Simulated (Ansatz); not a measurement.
Ansatz (a quantum-chemistry and plane-wave program) input:

Ansatz 0.2 input:
```yaml
crystal:
  periodic: [false, false, false]
  atoms:
    - {symbol: F, position_ang: [-0.00000000, -0.00000000, -1.20332382]}
    - {symbol: B, position_ang: [0.00000000, 0.00000000, 0.02582666]}
    - {symbol: O, position_ang: [0.00000000, 0.00000000, 1.33759763]}
basis:
  gaussian:
    orbitals: 6-31G*
total_charge: 1
magnetization: {spin_polarized: true, initial_magnetization: 1}
correlation: {method: ccsd_t, electrons: outside_noble_gas}
```

Question: Which total energy does the run end on?

Answer: -199.05045 Eh (CCSD(T)/6-31G*).
